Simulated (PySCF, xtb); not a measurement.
CH5AlSe: where a starting geometry ends

The starting geometry of this gas-phase singlet was built from a drawn formula by distance geometry and a force field; its bonds are those of `[AlH2][CH2][SeH]`.

```xyz
8

C     0.9265    0.8878   -0.4496
Al   -0.9287    0.7992    0.3163
Se    1.9165    2.3120    0.4289
H    -1.9550   -0.2931   -0.2206
H    -1.3253    1.7786    1.5244
H     0.8455    1.1338   -1.5288
H     1.4466   -0.0601   -0.3730
H     1.9626    1.5454    1.7501
```

Problem. Predict what becomes of its bonds when it is optimised with r2SCAN-D4/def2-SVP.

Solution. A new bond forms, giving a structure given below by its coordinates. Contacts that close: Al2–Se3 (3.22 → 2.64 Å).

The energy falls by 0.50 eV over 28 steps:

```tsv
step	E − E(last) (eV)
1	0.497
4	0.373
7	0.346
10	0.338
13	0.258
16	0.090
19	0.022
22	0.002
25	0.000
28	0.000
```

Final geometry (Å):

```xyz
8

C     0.9836    0.6576   -0.5961
Al   -0.7007    0.9776    0.3655
Se    1.2968    2.6137   -0.1740
H    -1.9754    1.3650   -0.4974
H    -0.7172    0.7340    1.9357
H     0.9719    0.6217   -1.6959
H     1.8446    0.0882   -0.2210
H     1.8413    2.3706    1.1729
```

From the same start GFN2-xTB reaches the same bonding as this run.

The end wasn't checked by frequencies. Run with PySCF 2.14.0, 5.1 min on 2 threads of Intel(R) Xeon(R) Platinum 8259CL CPU @ 2.50GHz (Skylake/Cascade Lake), with other jobs on the host.
